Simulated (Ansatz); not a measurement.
Isolated molecules relaxed with PBE0-D4/def2-TZVP in Ansatz; ΔE leaves out vibrations. CBS: MP2 limit from def2 TZ/QZ plus the TZ coupled-cluster correction, frozen cores. This one scheme is used for every species. Functionals use def2-TZVPP. HSE06 is defined as in plane-wave codes. For Ga outer-core shells are correlated without core-valence functions, which leaves a few kJ/mol of doubt a bond. Scalar relativity is left out up to krypton.

Consider the hydrogenolysis of a Ga–C bond: `C#[C][GaH2]` + H₂ → `[GaH3]` + `C#C`.

| level | ΔE (kJ/mol) | difference from CCSD(T)/CBS |
| --- | --- | --- |
| r2SCAN-D4 | 28.3 | -1.0 |
| r2SCAN0-D4 | 25.0 | -4.3 |
| HSE06-D4 | 23.2 | -6.1 |
| PBE | 22.5 | -6.8 |
| PBE0 | 19.9 | -9.4 |
| HSE06 | 20.3 | -9.0 |
| CCSD/def2-SVP | 15.5 | -13.8 |
| CCSD/def2-TZVPP | 24.1 | -5.2 |
| HF/def2-QZVPP | 9.3 | -20.0 |
| CCSD/CBS(def2) | 24.5 | -4.8 |
| CCSD(T)/CBS | 29.3 | 0 |

Largest T1 diagnostic among the species: 0.014.

In def2-TZVPP, CCSD(T) changes the Hartree–Fock value by +19.0 kJ/mol (the triples alone add +4.8 kJ/mol) and MP2 by +26.6 kJ/mol. The D4 term adds +5.6 kJ/mol with B3LYP and +3.0 kJ/mol with PBE0; it sums over pairs of atoms, weighted by their polarisabilities, and B3LYP, whose exchange is more repulsive, gets the larger term.

B3LYP here is the variant with VWN-RPA as its local correlation; programs differ in this.
